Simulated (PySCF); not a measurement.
Rows and methods have been separated. Pair them.

F₂H₄SSi₂.
SMILES with atom numbers: `[F:1][SiH2:2][S:3][SiH2:4][F:5]` (hydrogens: H6, H7 on Si2; H8, H9 on Si4)

Cartesian coordinates in Å at the PBE0-D3(BJ)/def2-SVP level; atoms count from 1:
```
atom  x, y, z in Å
F1    -1.8496    0.3737    1.5574
Si2   -1.6036   -0.1461    0.0412
S3     0.0775   -1.4625   -0.0318
Si4    1.6217    0.0123   -0.0520
F5     1.8429    0.5832   -1.5536
H6    -2.7851   -0.9363   -0.3817
H7    -1.3633    1.0560   -0.7973
H8     2.8695   -0.6636    0.3774
H9     1.2479    1.1658    0.8061
```

The closed-shell ground state was solved 7 times with PySCF (density fitting, gas phase), always in the pcSseg-2 basis (257 functions), with these functionals: B3LYP, BHandHLYP, CAM-B3LYP, LC-wPBE, LDA, OPBE and mPW1PW91.

```json
{"row": "P", "total energy (Eh)": "-1179.3583", "HOMO (eV)": "-7.22", "LUMO (eV)": "-1.19", "dipole (D)": "0.08"}
{"row": "Q", "total energy (Eh)": "-1174.6365", "HOMO (eV)": "-7.34", "LUMO (eV)": "-1.63", "dipole (D)": "0.03"}
{"row": "R", "total energy (Eh)": "-1179.5175", "HOMO (eV)": "-9.46", "LUMO (eV)": "0.35", "dipole (D)": "0.06"}
{"row": "S", "total energy (Eh)": "-1179.5761", "HOMO (eV)": "-9.70", "LUMO (eV)": "0.46", "dipole (D)": "0.07"}
{"row": "T", "total energy (Eh)": "-1179.5811", "HOMO (eV)": "-8.44", "LUMO (eV)": "-0.51", "dipole (D)": "0.05"}
{"row": "U", "total energy (Eh)": "-1179.6569", "HOMO (eV)": "-8.14", "LUMO (eV)": "-0.71", "dipole (D)": "0.03"}
{"row": "V", "total energy (Eh)": "-1179.1908", "HOMO (eV)": "-11.12", "LUMO (eV)": "1.58", "dipole (D)": "0.16"}
```

Task: Which functional belongs to which row?

Result: P = OPBE, Q = LDA, R = BHandHLYP, S = CAM-B3LYP, T = mPW1PW91, U = B3LYP, V = LC-wPBE. By rising HOMO–LUMO gap: LDA (LDA) 5.71 eV; OPBE (GGA) 6.03 eV; B3LYP (global hybrid, 20 % exact exchange) 7.43 eV; mPW1PW91 (global hybrid, 25 % exact exchange) 7.93 eV; BHandHLYP (global hybrid, 50 % exact exchange) 9.81 eV; CAM-B3LYP (range-separated hybrid) 10.16 eV; LC-wPBE (range-separated hybrid) 12.70 eV. Total energies of different functionals aren't bounds to one another; each is stationary for its own functional.

One conformer stands for the species.
